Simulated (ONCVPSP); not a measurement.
**An all-electron radial function and its pseudo partner (Re (Z = 75))**

Columns: radius, all-electron u(r) and pseudo u(r) of the 5s shell (level -86.00 eV) of rhenium in the configuration [Kr] 4d10 4f14 5s2 5p6 5d5 6s1.5 6p0.5; BLYP, scalar-relativistic, ONCV scheme, ONCVPSP 4.0.1.

```json
{"r (bohr)": "0.098", "all-electron": "0.1472", "pseudo": "0.1528"}
{"r (bohr)": "0.195", "all-electron": "0.2220", "pseudo": "0.3031"}
{"r (bohr)": "0.292", "all-electron": "-0.4980", "pseudo": "0.4507"}
{"r (bohr)": "0.390", "all-electron": "-0.5909", "pseudo": "0.5937"}
{"r (bohr)": "0.488", "all-electron": "-0.1745", "pseudo": "0.7259"}
{"r (bohr)": "0.585", "all-electron": "0.3480", "pseudo": "0.8401"}
{"r (bohr)": "0.682", "all-electron": "0.7705", "pseudo": "0.9312"}
{"r (bohr)": "0.780", "all-electron": "1.0366", "pseudo": "0.9941"}
{"r (bohr)": "0.878", "all-electron": "1.1563", "pseudo": "1.0240"}
{"r (bohr)": "0.975", "all-electron": "1.1670", "pseudo": "1.0200"}
{"r (bohr)": "1.072", "all-electron": "1.1078", "pseudo": "0.9846"}
{"r (bohr)": "1.170", "all-electron": "1.0077", "pseudo": "0.9216"}
{"r (bohr)": "1.268", "all-electron": "0.8896", "pseudo": "0.8384"}
{"r (bohr)": "1.365", "all-electron": "0.7693", "pseudo": "0.7436"}
{"r (bohr)": "1.463", "all-electron": "0.6533", "pseudo": "0.6431"}
{"r (bohr)": "1.560", "all-electron": "0.5486", "pseudo": "0.5457"}
{"r (bohr)": "1.658", "all-electron": "0.4552", "pseudo": "0.4548"}
{"r (bohr)": "1.755", "all-electron": "0.3754", "pseudo": "0.3753"}
{"r (bohr)": "1.852", "all-electron": "0.3075", "pseudo": "0.3074"}
{"r (bohr)": "1.950", "all-electron": "0.2500", "pseudo": "0.2500"}
{"r (bohr)": "2.047", "all-electron": "0.2028", "pseudo": "0.2028"}
{"r (bohr)": "2.145", "all-electron": "0.1636", "pseudo": "0.1635"}
{"r (bohr)": "2.242", "all-electron": "0.1318", "pseudo": "0.1317"}
{"r (bohr)": "2.340", "all-electron": "0.1056", "pseudo": "0.1056"}
{"r (bohr)": "2.438", "all-electron": "0.0845", "pseudo": "0.0845"}
{"r (bohr)": "2.535", "all-electron": "0.0676", "pseudo": "0.0676"}
```

How many radial nodes do the two functions have?

The all-electron 5s function has n − l − 1 = 4 (the table is too coarse to show those close to the nucleus); the pseudo-wave has 0, since the states of the same l below it are removed with the core.

At about which radius was the pseudo-wave matched?

1.80 bohr. The columns agree to 0.0005 from 1.66 bohr on; several derivatives are matched, so the curves merge somewhat inside the radius.

Is the pseudo-wave norm-conserving?

Yes: the ONCV scheme keeps the norm inside the radius equal to the all-electron one, which fixes the energy derivative of the logarithmic derivative at the level.
